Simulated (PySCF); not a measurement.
C4H9FO2S.
SMILES with atom numbers: `[CH3:1][C:2]([CH3:3])([F:4])[S:5]([CH3:6])(=[O:7])=[O:8]` (hydrogens: H9, H10, H11 on C1; H12, H13, H14 on C3; H15, H16, H17 on C6)

Cartesian coordinates in Å at the GFN2-xTB level; atoms count from 1:
```xyz
17
C4H9FO2S angstrom
C     -1.3834   -0.7936    1.2494
C     -0.6336   -0.3553    0.0171
C     -1.2612    0.7740   -0.7616
F     -0.3969   -1.4362   -0.8110
S      1.0746    0.1641    0.5630
C      2.0858    0.1265   -0.9454
O      1.5860   -0.8179    1.4748
O      0.9820    1.5209    1.0324
H     -0.7931   -1.5395    1.7777
H     -1.5250    0.0658    1.8984
H     -2.3504   -1.2174    0.9837
H     -0.8019    0.8522   -1.7444
H     -2.3303    0.6139   -0.8894
H     -1.0938    1.6990   -0.2157
H      1.9849   -0.8572   -1.3847
H      3.1092    0.3080   -0.6422
H      1.7400    0.9047   -1.6119
```

Theory: B3LYP/def2-SVPD in PySCF (dipole) on a GFN2-xTB geometry, gas phase.

Take the most abundant isotopes and a rigid rotor. The values belong to one conformer with, in the numbering `[CH3:1][C:2]([CH3:3])([F:4])[S:5]([CH3:6])(=[O:7])=[O:8]`, C1–C2–S5–C6 161°.

(1) Give the principal moments of inertia and the rotational constants in MHz.

(2) What kind of rotor is it?

(3) Is it planar, by Δ = Ic − Ia − Ib?

(4) Give the other two planar moments, Paa and Pbb, and the rms extents of the mass along the axes.

(5) Where do the levels up to J = 3 lie, in MHz?

(6) Which types of transition are allowed, and where do some lines up to J = 5 fall?

(7) Estimate the classical rotational partition function at 10 K, 100 K and 200 K.

Results:

(1) Ia = 215.83, Ib = 326.17, Ic = 336.87 u·Å²; 505379 MHz·u·Å²/I gives A = 2342, B = 1549, C = 1500 MHz.

(2) An asymmetric top; Ray's κ = -0.883.

(3) Not planar: Δ = Ic − Ia − Ib = -205.13 u·Å². For a rigid frame Δ = −2 Σ m c², so Σ m c² = 102.56 u·Å² lies off the ab plane: 12.03 from hydrogen and 90.54 from heavier atoms. The atom farthest from that plane is 2.14 Å away.

(4) Paa = Σ m a² = (Ib + Ic − Ia)/2 = 223.61 and Pbb = Σ m b² = (Ia + Ic − Ib)/2 = 113.26 u·Å². With the mass M = 140.03 u, the rms extents √(P/M) along a, b and c are 1.26, 0.90, 0.86 Å.

(5) Above 0(0,0):
J = 1: 1(0,1) 3050, 1(1,1) 3842, 1(1,0) 3891
J = 2: 2(0,2) 9147, 2(1,2) 9892, 2(1,1) 10039, 2(2,1) 12416, 2(2,0) 12418
J = 3: 3(0,3) 18287, 3(1,3) 18966, 3(1,2) 19261, 3(2,2) 21565, 3(2,1) 21576, 3(3,1) 25650, 3(3,0) 25650
Those of J = 1 are B + C, A + C and A + B.

(6) The dipole components are |μa| = 2.36 D, |μb| = 2.70 D, |μc| = 0.79 D. The squared components, which scale the intensities, stand as 0.77 : 1.00 : 0.08 (a : b : c). Some lines, for components of 0.1 D or more:

```tsv
type	branch	J(Ka,Kc)	MHz	lower level (cm⁻¹)
c	Q	5(1,5) ← 5(0,5)	509	1.523
c	Q	1(1,1) ← 1(0,1)	792	0.102
b	Q	3(1,2) ← 3(0,3)	974	0.610
b	Q	4(2,2) ← 4(1,3)	2242	1.052
b	Q	3(2,1) ← 3(1,2)	2315	0.642
c	Q	2(2,1) ← 2(1,1)	2377	0.335
b	Q	2(2,0) ← 2(1,1)	2379	0.335
b	R	1(1,1) ← 0(0,0)	3842	0.000
b	Q	5(3,2) ← 5(2,3)	4029	1.637
c	Q	4(3,2) ← 4(2,2)	4058	1.127
b	Q	3(3,0) ← 3(2,1)	4074	0.720
b	Q	3(3,1) ← 3(2,2)	4085	0.719
a	R	2(1,2) ← 1(1,1)	6050	0.128
a	R	3(1,3) ← 2(1,2)	9074	0.330
a	R	3(1,2) ← 2(1,1)	9221	0.335
b	R	5(3,2) ← 4(4,1)	9543	1.453
b	R	3(1,3) ← 2(0,2)	9819	0.305
b	R	5(2,3) ← 4(3,2)	11228	1.263
b	R	4(0,4) ← 3(1,3)	11498	0.633
b	R	3(2,1) ← 2(1,2)	11684	0.330
a	R	4(3,1) ← 3(3,0)	12203	0.856
b	R	3(3,1) ← 2(2,0)	13232	0.414
c	R	3(3,1) ← 2(2,1)	13234	0.414
b	R	4(2,3) ← 3(1,2)	14501	0.642
a	R	5(1,5) ← 4(1,4)	15116	1.036
b	R	4(3,2) ← 3(2,1)	16277	0.720
c	R	5(2,4) ← 4(1,4)	17943	1.036
b	R	5(3,3) ← 4(2,2)	19313	1.127
```

(7) Point group C1, symmetry number σ = 1; q = (√π/σ)·√((kT/h)³/(ABC)), k/h = 20836.6 MHz/K: 2290 at 10 K, 72300 at 100 K, 204000 at 200 K.

No frequency check. These are rigid-rotor constants of the computed structure; measured ground-state constants (B0) also hold zero-point vibration. A rigid rotor knows nothing of internal rotation, which can split or shift real lines.

Time: 56 s. Hardware: one thread of an Arm Neoverse V2, on a shared host. This is the B3LYP/def2-SVPD job that gave the dipole, with the excitations it also computed.
